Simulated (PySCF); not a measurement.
C+: ionisation energy

C+ [He] 2s2 2p1 (2P) → C(2+) [He] 2s2 (1S), as a difference of total energies. Calculation: PySCF 2.14, in aug-cc-pCVTZ-DK with one added diffuse shell each of s, p, d, f type (8s7p5d3f, 75 functions); scalar relativity by spin-free X2C-1e. Correlated levels: valence: 1s2 frozen; valence and next inner shell: nothing frozen. The calculations carry no spin-orbit coupling.

```json
{"method": "UHF", "ionisation energy (eV)": "24.149", "plus first-order spin-orbit estimate": "24.154", "error of that sum (eV)": "-0.229"}
{"method": "LDA", "ionisation energy (eV)": "24.755", "plus first-order spin-orbit estimate": "24.760", "error of that sum (eV)": "+0.377"}
{"method": "PBE", "ionisation energy (eV)": "24.839", "plus first-order spin-orbit estimate": "24.844", "error of that sum (eV)": "+0.461"}
{"method": "PBE0", "ionisation energy (eV)": "24.820", "plus first-order spin-orbit estimate": "24.825", "error of that sum (eV)": "+0.442"}
{"method": "r2SCAN", "ionisation energy (eV)": "24.988", "plus first-order spin-orbit estimate": "24.993", "error of that sum (eV)": "+0.610"}
{"method": "B2PLYP", "ionisation energy (eV)": "24.720", "plus first-order spin-orbit estimate": "24.725", "error of that sum (eV)": "+0.342"}
{"method": "BLYP", "ionisation energy (eV)": "24.904", "plus first-order spin-orbit estimate": "24.909", "error of that sum (eV)": "+0.526"}
{"method": "wB97X-V", "ionisation energy (eV)": "24.622", "plus first-order spin-orbit estimate": "24.627", "error of that sum (eV)": "+0.244"}
{"method": "r2SCAN0", "ionisation energy (eV)": "24.954", "plus first-order spin-orbit estimate": "24.959", "error of that sum (eV)": "+0.576"}
{"method": "MP2 (valence)", "ionisation energy (eV)": "24.368", "plus first-order spin-orbit estimate": "24.373", "error of that sum (eV)": "-0.010"}
{"method": "SCS-MP2 (valence)", "ionisation energy (eV)": "24.326", "plus first-order spin-orbit estimate": "24.331", "error of that sum (eV)": "-0.052"}
{"method": "MP2 (valence and next inner shell)", "ionisation energy (eV)": "24.400", "plus first-order spin-orbit estimate": "24.405", "error of that sum (eV)": "+0.022"}
{"method": "SCS-MP2 (valence and next inner shell)", "ionisation energy (eV)": "24.346", "plus first-order spin-orbit estimate": "24.351", "error of that sum (eV)": "-0.032"}
```

Reference: 24.383 eV (measured; NIST Atomic Spectra Database, ionization energies).

A first-order spin-orbit estimate (lowest level to lowest level, LS coupling) adds 0.005 eV.

Errors of the correlated levels include the incompleteness of this basis and the frozen core.
